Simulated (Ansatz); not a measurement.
Reaction (ligand exchange at the Sn–O bond): `C[O][SnH]([NH2])[F]` + silanol → `[NH2][SnH]([F])[O][SiH3]` + CH₃OH

Isolated molecules relaxed with PBE0-D4/def2-TZVP in Ansatz; ΔE leaves out vibrations. CCSD(T)/CBS is the MP2 limit (def2-TZVPP, def2-QZVPP) plus CCSD(T) − MP2 in def2-TZVPP, frozen cores. This one scheme is used for every species. DFT in def2-TZVPP. B3LYP here is the variant with VWN-RPA as its local correlation; programs differ in this. Elements past krypton have def2 core potentials. For Sn outer-core shells are correlated without core-valence functions, which leaves a few kJ/mol of doubt a bond. Each species was taken in one conformer, which may not be the lowest.

```csv
level,ΔE (kJ/mol),difference from CCSD(T)/CBS
PBE-D4,-16.6,6.1
PBE0-D4,-21.2,1.5
B3LYP-D4,-21.0,1.7
B2PLYP,-20.2,2.5
r2SCAN,-18.9,3.8
PBE0,-20.1,2.6
HF/def2-QZVPP,-30.8,-8.1
SCS-MP2/def2-QZVPP,-23.2,-0.5
MP2/CBS(def2),-21.6,1.1
CCSD/CBS(def2),-24.1,-1.4
CCSD(T)/CBS,-22.7,0
```

Largest T1 diagnostic among the species: 0.014.

From PBE to PBE0 (25 % exact exchange), in def2-TZVPP and without D4, ΔE moves by −4.6 kJ/mol. In def2-TZVPP, CCSD(T) changes the Hartree–Fock value by +7.3 kJ/mol (the triples alone add +1.4 kJ/mol) and MP2 by +8.4 kJ/mol.
